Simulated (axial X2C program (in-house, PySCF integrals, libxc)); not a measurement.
**SiBi: from the spin-free to the two-component result**

All values were computed with an axial X2C code built on PySCF integrals. Spin-free means the one-electron spin-free X2C Hamiltonian; two-component (2c) means X2C with spin–orbit coupling and atomic mean-field two-electron Coulomb and Gaunt terms, so the difference of the two also holds small scalar two-electron terms. Basis: Bi dyall-cv3z [12s14p10d6f1g], Si dyall-v3z [8s7p2d1f] (cores contracted in-house); Gaussian nuclei, density fitting, unrestricted open shells. Masses: Bi 208.980 u, Si 27.977 u.

Spin-free state: M_S = 1/2, Λ = 1 (beyond evenly filled blocks: π+α, π+β, π-α); fragments Bi + Si.

```tsv
level	Re (Å)	ωe (cm⁻¹)	De (eV)	μ (D)
BP86	2.487	363.6	2.919	-0.48
```

Dipoles are positive if Si is the positive end.

Within this multiplet, which Ω should lie lowest by the rule for regular and inverted multiplets?

The open π shell holds three electrons, one hole, so the multiplet is inverted: Ω = Λ + 1/2 = 3/2. The PBE0 2c search agrees.

Two-component determinant lowest at the distance of the search:

Ω = 3/2 (⟨Sz⟩ = 0.53, ⟨Lz⟩ = 0.97 at BP86); fragments Bi + Si.

```tsv
level	Re (Å)	ωe (cm⁻¹)	De (eV)	μ (D)
BP86	2.508	338.7	2.720	-0.64
```

From the two tables, how do the constants change at the BP86 level (2c against spin-free)?

At the BP86 level Re rises by 0.021 Å and ωe goes down by 24.9 cm⁻¹; De is not compared, since the atomic limits differ or miss part of their spin–orbit lowering.

Occupations by symmetry block were frozen at the best pattern of an incomplete PBE0 search. Dissociation energies refer to the lowest single-determinant-based atoms at the same level and basis. Density functionals use the spin component along the axis (collinear). In 2c an atomic determinant is not the ground J level, so De misses part of the atomic spin–orbit lowering. This holds for BP86. PBE0 can misorder states that lie within some tenths of an eV, so this need not be the ground state of the molecule. The nearest other spin-free determinant of the search, M_S = 1/2, Λ = 0, lies 0.32 eV up at the distance of the search. Without a current term, density functionals place determinants with orbital angular momentum somewhat too high. At some level and bond length an empty orbital lies below a filled one.
